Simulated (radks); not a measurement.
Problem. Coulomb parameter of the 5d shell of the tantalum ion Ta+ in the model configuration [Xe] 4f14 5d1 6s1 6p2, as a second difference U = [E(n + 0.5) + E(n - 0.5) - 2 E(n)] / (0.5)^2 with all orbitals relaxed. "Bare": the charge of the atom changes with n. "Screened": the 6p shell takes up the change at fixed total charge, which measures U(5d,5d) + U(6p,6p) - 2 U(5d,6p). Method: scalar-relativistic Kohn-Sham, SCAN, spin-unpolarised, spherical densities, finite nucleus; meta-GGA in the generalised Kohn-Sham scheme; Fermi nuclear charge, rms radius 5.3507 fm; computed with a radial shooting solver on a logarithmic mesh with Libxc functionals. Estimate both.

Solution. U(bare) = 9.745 eV, U(screened by 6p) = 1.872 eV, against the Slater integral F0(5d,5d) = 13.083 eV with frozen orbitals.
